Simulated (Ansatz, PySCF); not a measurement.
Process, species as SMILES: C[CH][SiH3] → CC[SiH2]
Geometries: B3LYP-D3(BJ)/def2-TZVP minima from Ansatz (a quantum-chemistry and plane-wave program), one conformer each, not searched for the lowest.

Quantity: isomerisation energy (enthalpy at 298 K, with B3LYP-D3(BJ) rigid-rotor harmonic-oscillator terms from PySCF), in eV. Cores are frozen in the correlated levels unless marked. UHF or UKS for open shells. Spin-orbit coupling is left out. Non-relativistic. CBS(X,Y): correlation extrapolated as X^-3; Hartree-Fock from the larger set.

```json
[
 {"level": "HF/aug-cc-pV(T+d)Z", "program": "Ansatz", "isomerisation energy (eV)": "0.06"},
 {"level": "HF/cc-pV(T+d)Z", "program": "Ansatz", "isomerisation energy (eV)": "0.06"}
]
```

**Question.** What does CCSD(T)/CBS(aug-cc-pV(T+d)Z,aug-cc-pV(Q+d)Z) (Ansatz) give?

**Answer.** -0.19 eV, so HF/cc-pV(T+d)Z differs from it by 0.25 eV.
